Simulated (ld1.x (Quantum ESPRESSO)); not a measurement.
# Pseudopotential generation for La (Z = 57): PAW, BP86, scalar-relativistic.

The input file (ld1.x (Quantum ESPRESSO) 7.5):

```
&input
   title='La', zed=57., rel=1, dft='BP', iswitch=3,
   config='[Xe] 4f0 5d1 6s2 6p0',
   nld=4, rlderiv=4.60, eminld=-5.0, emaxld=5.0, deld=0.02
 /
 &inputp
   pseudotype=3, lpaw=.true., tm=.true., lloc=-1, rcloc=3.50,
   nlcc=.true., new_core_ps=.true., rcore=1.60,
   which_augfun='PSQ', rmatch_augfun_nc=.true.,
   file_pseudopw='La.UPF', file_wfcaegen='ae.wfc', file_wfcncgen='nc.wfc', file_beta='beta', file_chi='chi', file_wfcusgen='us.wfc'
 /
8
5S  1  0   2.00   0.00  2.35  2.95  0.0
6S  2  0   2.00   0.00  2.35  2.95  0.0
5P  2  1   6.00   0.00  2.35  2.65  0.0
6P  3  1   0.00   0.00  2.35  2.65  0.0
5D  3  2   1.00   0.00  3.95  4.25  0.0
5D  3  2   0.00   0.20  3.95  4.25  0.0
4F  4  3   0.00   0.00  1.45  1.85  0.0
4F  4  3   0.00   0.05  1.45  1.85  0.0
 &test
   configts(1)='4f0 5s2 5p6 5d1 6s2 6p0'
 /
```

Command:

```bash
ld1.x < La.in > La.out
```

The program printed (shortened: banner, matrices, multipoles, cross overlaps and the repeated all-electron block are left out):

```
Program LD1 v.7.5
     --------------------------- All-electron run ----------------------------

     La
     scalar relativistic calculation

     atomic number is 57.00
     dft =BP   lsd =0 sic =0 latt =0  beta=0.20 tr2=1.0E-14
     Exchange-correlation= BP
                           (   1   1   1   1   0   0   0)
     mesh =1253 r(mesh) = 100.17801 a.u. xmin = -7.00 dx = 0.01250
     1 Ry =  13.60569312 eV, c = 137.03599908

     n l     nl                  e(Ry)          e(Ha)          e(eV)
     1 0     1S 1( 2.00)     -2848.7352     -1424.3676    -38759.0165
     2 0     2S 1( 2.00)      -453.4853      -226.7426     -6169.9817
     2 1     2P 1( 6.00)      -406.4370      -203.2185     -5529.8568
     3 0     3S 1( 2.00)       -97.0031       -48.5016     -1319.7950
     3 1     3P 1( 6.00)       -81.9807       -40.9904     -1115.4046
     4 0     4S 1( 2.00)       -19.5900        -9.7950      -266.5362
     4 1     4P 1( 6.00)       -14.7054        -7.3527      -200.0766
     3 2     3D 1(10.00)       -60.3967       -30.1984      -821.7396
     5 0     5S 1( 2.00)        -2.8684        -1.4342       -39.0269
     5 1     5P 1( 6.00)        -1.6521        -0.8261       -22.4786
     4 2     4D 1(10.00)        -7.6390        -3.8195      -103.9343
     4 3     4F 1( 0.00)        -0.3275        -0.1638        -4.4561
     5 2     5D 1( 1.00)        -0.2354        -0.1177        -3.2027
     6 0     6S 1( 2.00)        -0.2801        -0.1400        -3.8104
     6 1     6P 1( 0.00)        -0.1053        -0.0526        -1.4324

     final scf error:  8.8E-15 reached in  28 iterations

     Etot =  -16989.295315 Ry,   -8494.647657 Ha, -231151.138431 eV

     Ekin =   17971.441874 Ry,    8985.720937 Ha,  244513.923122 eV
     Encl =  -41112.248381 Ry,  -20556.124190 Ha, -559360.635063 eV
     Eh   =    6560.425877 Ry,    3280.212939 Ha,   89259.141244 eV
     Exc  =    -408.914686 Ry,    -204.457343 Ha,   -5563.567735 eV

     normalization and overlap integrals

     s(1S/1S) =  1.000000  <r> =   0.0251  <r2> =    0.0009  r(max) =   0.0161
     s(2S/2S) =  1.000000  <r> =   0.1074  <r2> =    0.0136  r(max) =   0.0914
     s(2P/2P) =  1.000000  <r> =   0.0942  <r2> =    0.0108  r(max) =   0.0729
     s(3S/3S) =  1.000000  <r> =   0.2852  <r2> =    0.0929  r(max) =   0.2610
     s(3P/3P) =  1.000000  <r> =   0.2832  <r2> =    0.0930  r(max) =   0.2546
     s(4S/4S) =  1.000000  <r> =   0.6541  <r2> =    0.4826  r(max) =   0.6108
     s(4P/4P) =  1.000000  <r> =   0.6931  <r2> =    0.5460  r(max) =   0.6341
     s(3D/3D) =  1.000000  <r> =   0.2600  <r2> =    0.0797  r(max) =   0.2111
     s(5S/5S) =  1.000000  <r> =   1.5560  <r2> =    2.7196  r(max) =   1.4112
     s(5P/5P) =  1.000000  <r> =   1.8047  <r2> =    3.6915  r(max) =   1.5792
     s(4D/4D) =  1.000000  <r> =   0.7676  <r2> =    0.6833  r(max) =   0.6750
     s(4F/4F) =  1.000000  <r> =   1.1808  <r2> =    1.8766  r(max) =   0.7460
     s(5D/5D) =  1.000000  <r> =   3.0014  <r2> =   10.8496  r(max) =   2.2132
     s(6S/6S) =  1.000000  <r> =   4.3939  <r2> =   21.8108  r(max) =   3.7884
     s(6P/6P) =  1.000000  <r> =   5.8639  <r2> =   39.2648  r(max) =   4.9256

     ------------------------ End of All-electron run ------------------------

     --------------------- Generating PAW atomic setup --------------------

      Generating local potential from pseudized AE potential:
      Matching radius rcloc =   3.5000

      Local pseudo, rcloc= 3.515 Estimated cut-off energy=     1.96 Ry

      Computing core charge for nlcc:

       r > 1.62 : true rho core
      Core charge pseudized with two Bessel functions
      Integrated core pseudo-charge :   5.81
      Wfc-us  5S rcutus= 2.950  Estimated cut-off energy=     6.64 Ry
      Wfc-us  6S rcutus= 2.950  Estimated cut-off energy=    13.53 Ry
      Wfc-us  5P rcutus= 2.670  Estimated cut-off energy=    11.89 Ry
      Wfc-us  6P rcutus= 2.670  Estimated cut-off energy=    21.53 Ry
      Wfc-us  5D rcutus= 4.293  Estimated cut-off energy=     6.39 Ry
      Wfc-us  5D rcutus= 4.293  Estimated cut-off energy=    11.33 Ry
      Wfc-us  4F rcutus= 1.835  Estimated cut-off energy=    47.21 Ry
      Wfc-us  4F rcutus= 1.835  Estimated cut-off energy=    53.71 Ry

     Required augmentation: PSQ   radius:    4.250000

     Q pseudized with Bessel functions
     Expected ecutrho=     267.1435 due to l1=  3   l2=  3

     Estimated PAW energy = -460.593740 Ryd

     ------------------- End of pseudopotential generation -------------------

     Computing logarithmic derivative in   4.59845
     Computing logarithmic derivative in   4.59845
     Computing the partial wave expansion
     R is outside the sphere for l=    0 j= 0.00
     R is outside the sphere for l=    0 j= 0.00
     R is outside the sphere for l=    1 j= 0.00
     R is outside the sphere for l=    1 j= 0.00
     R is outside the sphere for l=    2 j= 0.00
     R is outside the sphere for l=    2 j= 0.00
     R is outside the sphere for l=    3 j= 0.00
     R is outside the sphere for l=    3 j= 0.00

     ---------------------- Testing the pseudopotential ----------------------

     La
     scalar relativistic calculation

     atomic number is 57.00   valence charge is 11.00
     dft = SLA  PZ   B88  P86   lsd =0 sic =0 latt =0  beta=0.20 tr2=1.0E-14
     mesh =1253 r(mesh) = 100.17801 xmin = -7.00 dx = 0.01250

     n l     nl             e AE (Ry)        e PS (Ry)    De AE-PS (Ry)
     4 3     4F   1( 0.00)       -0.32752       -0.32748       -0.00004
     1 0     5S   1( 2.00)       -2.86843       -2.86840       -0.00003
     2 1     5P   1( 6.00)       -1.65215       -1.65213       -0.00002
     3 2     5D   1( 1.00)       -0.23539       -0.23538       -0.00001
     2 0     6S   1( 2.00)       -0.28006       -0.28006       -0.00000
     3 1     6P   1( 0.00)       -0.10528       -0.10528       -0.00000

     eps = 3.7E-15  iter =  6

     Etot =  -16989.295315 Ry,   -8494.647657 Ha, -231151.138431 eV
     Etotps =  -460.593738 Ry,    -230.296869 Ha,   -6266.697057 eV

     Ekin =     107.748579 Ry,      53.874289 Ha,    1465.994097 eV
     Encl =    -208.715195 Ry,    -104.357597 Ha,   -2839.714892 eV
     Ehrt =      49.287638 Ry,      24.643819 Ha,     670.592472 eV
     Ecxc =    -408.914760 Ry,    -204.457380 Ha,   -5563.568734 eV
     (Ecc =      -8.568674 Ry,      -4.284337 Ha,    -116.582745 eV)

     ---------------------- End of pseudopotential test ----------------------
```

Generation and configuration tests took about 1.6 s on one core of a shared server CPU.
